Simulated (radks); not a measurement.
All-electron atom: Se II in [Ar] 3d8 4s1 4p6 (not the ground configuration).

Method: Dirac Kohn-Sham, PBEsol, spin-unpolarised, spherical densities, point nucleus; open shells fill j = l - 1/2 first; computed with a radial shooting solver on a logarithmic mesh with Libxc functionals.

Energy parts (hartree):
| part | energy |
|---|---|
| total | -2423.29623 |
| kinetic | 2481.55229 |
| electron-nucleus | -5814.03443 |
| Hartree | 993.75598 |
| exchange-correlation | -84.57007 |

Orbitals (lengths in bohr, moments of r in powers of bohr; <r^-3> diverges for s and p1/2; r(max) is where P^2 peaks):
| orbital | occ. | eigenvalue (hartree) | r(max) | <r^-3> | <r> | <r^4> |
|---|---|---|---|---|---|---|
| 1s1/2 | 2 | -460.5807 | 0.02881 | - | 0.04411 | 0.00001767 |
| 2s1/2 | 2 | -60.64587 | 0.1647 | - | 0.1958 | 0.003547 |
| 2p1/2 | 2 | -54.57866 | 0.1297 | - | 0.1686 | 0.002457 |
| 2p3/2 | 4 | -53.04720 | 0.1328 | 1175 | 0.1724 | 0.002644 |
| 3s1/2 | 2 | -9.20133 | 0.4988 | - | 0.5648 | 0.2118 |
| 3p1/2 | 2 | -7.12117 | 0.4897 | - | 0.5691 | 0.2402 |
| 3p3/2 | 4 | -6.89423 | 0.4979 | 175.8 | 0.5788 | 0.2566 |
| 3d3/2 | 4 | -3.31168 | 0.4389 | 22.58 | 0.5868 | 0.3720 |
| 3d5/2 | 4 | -3.27494 | 0.4414 | 21.90 | 0.5903 | 0.3805 |
| 4s1/2 | 1 | -1.21150 | 1.391 | - | 1.597 | 13.17 |
| 4p1/2 | 2 | -0.73728 | 1.557 | - | 1.851 | 25.83 |
| 4p3/2 | 4 | -0.71443 | 1.583 | 17.74 | 1.883 | 27.67 |

The highest occupied level is 4p3/2 at -19.441 eV. Summed over all electrons, <r^2> = 33.93 bohr^2, which gives a Langevin (diamagnetic) susceptibility term of -26.9 x 10^-6 cm^3/mol.
